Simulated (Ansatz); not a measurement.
Consider the ligand exchange at the Sn–C bond: `[CH3][SnH2][SiH3]` + H₂S → `[SiH3][SnH2][SH]` + CH₄.

Program: Ansatz. Geometries: PBE0-D4/def2-TZVP. ΔE: electronic, gas phase. CBS: MP2 limit from def2 TZ/QZ plus the TZ coupled-cluster correction, frozen cores. This one scheme is used for every species. DFT in def2-TZVPP. def2 core potentials past Kr. For Sn outer-core shells are correlated without core-valence functions, which leaves a few kJ/mol of doubt a bond. Each species was taken in one conformer, which may not be the lowest.

```tsv
level	ΔE (kJ/mol)	difference from CCSD(T)/CBS
LDA (SPW92)	-81.1	2.4
r2SCAN-D4	-89.2	-5.7
revPBE	-86.8	-3.3
BLYP	-87.2	-3.7
r2SCAN	-89.2	-5.7
r2SCANh	-89.2	-5.7
BHLYP	-89.1	-5.6
CCSD(T)/def2-SVP	-83.7	-0.2
SCS-MP2/def2-TZVPP	-81.6	1.9
MP2/CBS(def2)	-86.9	-3.4
CCSD(T)/CBS	-83.5	0
```

Largest T1 diagnostic among the species: 0.013.

In def2-TZVPP, CCSD(T) changes the Hartree–Fock value by +13.8 kJ/mol (the triples alone add +0.1 kJ/mol) and MP2 by +10.4 kJ/mol. Leaving LDA and LC-ωPBE aside and taking each functional with its dispersion term where it has one, the values, not all of them listed here, spread over 7.6 kJ/mol, from BHLYP-D4 to ωB97M-V. LDA lies +5.0 kJ/mol from PBE without D4.
